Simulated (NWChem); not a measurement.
# Correlation energy of H₄ClFOSi₂

```
O
Si 1 1.6250
F 2 1.6109 1 109.38
Si 1 1.6718 2 148.06 3 88.10
H 2 1.4717 3 108.73 1 -121.19
H 4 1.4879 1 107.43 2 173.79
H 4 1.4906 6 110.13 1 -119.45
H 4 1.4908 6 110.16 7 -121.30
Cl 2 2.0496 5 110.72 3 117.28
```
Charge 0, spin multiplicity 1.

All runs are NWChem calculations. Structure: optimised with PBE0/def2-SVP, a minimum by its harmonic frequencies. It is one conformer; others weren't searched.

Basis set: cc-pVDZ. Each correlation energy counts from its own Hartree-Fock reference.

The correlated methods keep 17 core orbitals frozen. The structure started from a generated list of species. Coupled-cluster values serve here as a point of comparison, not as the truth.

| method | correlation energy (mHa) |
|---|---|
| MP2 | -695.0 |
| CCSD(T) | … |
| SCS-MP2 | -684.2 |
| RI-MP2 | -695.1 |
| CCSD | … |
| CCSD+T(CCSD) | … |

Question: Complete the blanks.

Answer: 
- CCSD(T), correlation energy (mHa): -754.5
- CCSD, correlation energy (mHa): -739.7
- CCSD+T(CCSD), correlation energy (mHa): -755.7
